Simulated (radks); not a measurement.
Results of a calculation; reference values are marked as such.
All-electron atom: Sn III in [Ar] 3d10 4s2 4p5 4d10 5s2 6s1 (not the ground configuration). Code: a radial shooting solver on a logarithmic mesh with Libxc functionals. Model: Dirac Kohn-Sham, BLYP, spin-unpolarised, spherical densities, point nucleus; open shells fill j = l - 1/2 first.

Spin-orbit splittings of the eigenvalues, e(l+1/2) - e(l-1/2), with zeta = 2 splitting/(2l+1) and mean radii in bohr:

shell  occ.  splitting (eV)  zeta (eV)  <r> j=l-1/2  <r> j=l+1/2
2p        6           230.8      153.9       0.1058       0.1112
3p        6           42.15      28.10       0.3298       0.3411
3d       10           8.704      3.482       0.3124       0.3160
4p        5           7.785      5.190       0.8566       0.8850
4d       10           1.130     0.4521        1.045        1.058
5p        0          0.9096     0.6064        2.406        2.483
5d        0         0.08483    0.03393        3.634        3.662
